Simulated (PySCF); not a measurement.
**Si (silicon, neutral) across methods**

[Ne] 3s2 3p1 4s1, high-spin 3P determinant (an excited configuration). All numbers are calculated (PySCF 2.14, no relativity, point nucleus, in aug-cc-pV(Q+d)Z with one added diffuse shell each of s, p, d, f, g type (8s7p6d4f3g, 114 functions)).

| method | E (hartree) | mean ε 3s β (eV) | mean ε 3p α (eV) | mean ε 4s α (eV) | Σ⟨r²⟩ (bohr²) | ⟨S²⟩ |
| --- | --- | --- | --- | --- | --- | --- |
| M06 | -289.1853 | -14.929 | -8.524 | -2.166 | 68.91 | 2.002 |
| r2SCAN | -289.1600 | -14.039 | -8.221 | -1.956 | 70.19 | 2.011 |
| PBE | -289.0514 | -13.838 | -7.821 | -1.982 | 69.36 | 2.004 |
| wB97M-V | -289.1867 | -17.399 | -10.597 | -3.082 | 71.48 | 2.002 |
| r2SCANh | -289.1599 | -14.448 | -8.623 | -2.081 | 70.30 | 2.011 |
| PBE0 | -289.0755 | -14.965 | -8.965 | -2.310 | 70.34 | 2.006 |
| UHF | -288.68754 | -17.321 | -11.948 | -2.995 | 77.17 | 2.016 |
| LDA | -288.0367 | -13.955 | -7.677 | -1.999 | 68.31 | 2.002 |

The outer electron is Rydberg-like, and this basis confines it to a smaller radius and binds it less than a complete one would.
